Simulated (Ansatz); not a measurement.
Consider the redistribution: `C[SiH2][AlH][F]` + `B[C](=C)[AlH][CH3]` → `[CH3][AlH][AlH][F]` + `BC(=C)[SiH2]C`.

Calculated with Ansatz (gas phase, PBE0-D4/def2-TZVP geometries, no zero-point term in ΔE). CBS: MP2 limit from def2 TZ/QZ plus the TZ coupled-cluster correction, frozen cores. DFT in def2-TZVPP. B3LYP here is the variant with VWN-RPA as its local correlation; programs differ in this. Each species was taken in one conformer, which may not be the lowest.

`C[SiH2][AlH][F]`:

```xyz
10

C    -0.172    1.018    1.269
Si   -0.324    0.481   -0.529
Al    0.569   -1.767   -0.939
F     0.540   -2.322   -2.498
H    -0.586    2.019    1.407
H     0.873    1.036    1.585
H    -0.711    0.334    1.928
H     0.390    1.456   -1.406
H    -1.758    0.515   -0.943
H     1.178   -2.771    0.127
```

`B[C](=C)[AlH][CH3]`:

Cartesian coordinates in Å:
```
B 0.816 1.046 -1.378
C 0.470 0.866 0.114
C 0.891 1.839 0.949
Al -0.509 -0.644 0.880
C -1.157 -2.103 -0.238
H 0.505 0.237 -2.209
H 1.416 2.026 -1.734
H 1.443 2.708 0.586
H 0.710 1.820 2.025
H -0.741 -0.608 2.458
H -1.713 -2.860 0.321
H -0.323 -2.603 -0.742
H -1.808 -1.725 -1.033
```

`[CH3][AlH][AlH][F]`:

```xyz
9

C    -0.421   -0.615   -1.609
Al   -0.729   -0.157    0.270
Al    1.058    0.963    1.788
F     2.112   -0.072    2.551
H    -0.700   -1.657   -1.798
H    -1.071   -0.003   -2.245
H     0.607   -0.471   -1.945
H    -2.171   -0.488    0.871
H     1.316    2.500    2.117
```

`BC(=C)[SiH2]C`:

Cartesian coordinates in Å:
```
B -1.493 0.666 1.096
C -0.923 0.085 -0.213
C -1.581 0.366 -1.352
Si 0.632 -0.956 -0.233
C 2.088 0.005 0.442
H -0.964 0.481 2.156
H -2.496 1.324 1.059
H -1.258 0.005 -2.328
H -2.483 0.976 -1.346
H 0.902 -1.395 -1.633
H 0.415 -2.172 0.601
H 2.988 -0.614 0.464
H 2.292 0.884 -0.174
H 1.884 0.344 1.461
```

```json
{"level": "PBE0-D4", "ΔE (kcal/mol)": "0.3", "difference from CCSD(T)/CBS": "0.1"}
{"level": "ωB97X-V", "ΔE (kcal/mol)": "0.4", "difference from CCSD(T)/CBS": "0.2"}
{"level": "B2PLYP", "ΔE (kcal/mol)": "0.8", "difference from CCSD(T)/CBS": "0.6"}
{"level": "PBE", "ΔE (kcal/mol)": "0.7", "difference from CCSD(T)/CBS": "0.5"}
{"level": "r2SCAN", "ΔE (kcal/mol)": "1.3", "difference from CCSD(T)/CBS": "1.1"}
{"level": "PBE0", "ΔE (kcal/mol)": "0.4", "difference from CCSD(T)/CBS": "0.2"}
{"level": "B3LYP", "ΔE (kcal/mol)": "0.9", "difference from CCSD(T)/CBS": "0.7"}
{"level": "HF/def2-TZVPP", "ΔE (kcal/mol)": "-0.5", "difference from CCSD(T)/CBS": "-0.7"}
{"level": "MP2/def2-TZVPP", "ΔE (kcal/mol)": "0.6", "difference from CCSD(T)/CBS": "0.4"}
{"level": "CCSD/def2-TZVPP", "ΔE (kcal/mol)": "0.0", "difference from CCSD(T)/CBS": "-0.2"}
{"level": "CCSD(T)/def2-TZVPP", "ΔE (kcal/mol)": "0.2", "difference from CCSD(T)/CBS": "0.0"}
{"level": "HF/def2-QZVPP", "ΔE (kcal/mol)": "-0.6", "difference from CCSD(T)/CBS": "-0.8"}
{"level": "MP2/def2-QZVPP", "ΔE (kcal/mol)": "0.6", "difference from CCSD(T)/CBS": "0.4"}
{"level": "SCS-MP2/def2-QZVPP", "ΔE (kcal/mol)": "0.1", "difference from CCSD(T)/CBS": "-0.1"}
{"level": "HF/CBS(def2)", "ΔE (kcal/mol)": "-0.6", "difference from CCSD(T)/CBS": "-0.8"}
{"level": "CCSD/CBS(def2)", "ΔE (kcal/mol)": "0.0", "difference from CCSD(T)/CBS": "-0.2"}
{"level": "CCSD(T)/CBS", "ΔE (kcal/mol)": "0.2", "difference from CCSD(T)/CBS": "0"}
```

Largest T1 diagnostic among the species: 0.012.

In def2-TZVPP, CCSD(T) changes the Hartree–Fock value by +0.7 kcal/mol (the triples alone add +0.2 kcal/mol) and MP2 by +1.1 kcal/mol.
